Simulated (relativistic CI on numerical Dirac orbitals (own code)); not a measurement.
## Ni⁸⁺: sensitivity of the levels to the model

Base calculation: Dirac-Coulomb-Breit CI, KLI orbitals optimised for each configuration, model QED, unscaled Slater integrals.

Configuration list (outside the closed core [Ne]): 3s²3p⁶3d², 3s²3p⁵3d³, 3s3p⁶3d³, 3s²3p⁶3d4s, 3s²3p⁶3d4p, 3s²3p⁶4s², 3s²3p⁶3d4d, 3s²3p⁶4s4p, 3s²3p⁶3d4f, 3s²3p⁶4p², 3s²3p⁶3d5s, 3s²3p⁶4s4d, 3s²3p⁶3d5p, 3p⁶3d⁴, 3p⁵3d⁵. Double excitations out of closed p, d and f shells are left out; levels of such configurations are missing from the list, as are those of other unlisted configurations, and high levels can miss mixing partners.

The lowest level and the first level of each name with at least 55 % of one term (blank where a level has no safe partner in the second run):

```csv
Level,Base (cm⁻¹),Shift (cm⁻¹)
3s²3p⁶3d² ³F2,0,0
3s²3p⁶3d² ³F3,1843,-8
3s²3p⁶3d² ³F4,4052,-16
3s²3p⁶3d² ¹D2,24124,-6
3s²3p⁶3d² ³P0,27084,-3
3s²3p⁶3d² ³P1,27779,-6
3s²3p⁶3d² ³P2,29398,-14
3s²3p⁶3d² ¹G4,38591,-10
3s²3p⁶3d² ¹S0,92616,-10
3s²3p⁵3d³ ⁵S°2,455287,0
3s²3p⁵3d³ ⁵D°2,460174,+9
3s²3p⁵3d³ ⁵D°3,460290,+9
3s²3p⁵3d³ ⁵D°1,460437,+8
3s²3p⁵3d³ ⁵D°0,460716,+7
3s²3p⁵3d³ ⁵D°4,461187,+5
3s²3p⁵3d³ ⁵F°5,469275,+2
3s²3p⁵3d³ ⁵F°1,471244,+2
3s²3p⁵3d³ ⁵F°4,471282,-2
3s²3p⁵3d³ ⁵F°2,471698,-1
3s²3p⁵3d³ ⁵F°3,471841,-2
3s²3p⁵3d³ ⁵G°6,482010,+5
3s²3p⁵3d³ ⁵G°5,486186,-3
```

At this charge configurations can still be misplaced by up to about 7 % of their energy. Terms inside the open d or f shell come out 10 to 20 % too wide with unscaled integrals.

Q: One thing was changed in a second run, which moved the levels as shown. Which?
A. QED terms removed
B. Breit term removed
C. configuration mixing switched off
D. non-relativistic limit
E. valence Slater integrals scaled by 0.9

A: A. QED terms removed. QED shifts follow the density of s (and p1/2) electrons at the nucleus, so configurations move by their count of such electrons; where none moves, the smaller shifts of p3/2 electrons and of j = l + 1/2 against j = l − 1/2 set the pattern.

LS names give the leading component of a level, which can be under half, so a name can repeat, a term be missing and a line seem to break the LS rules.
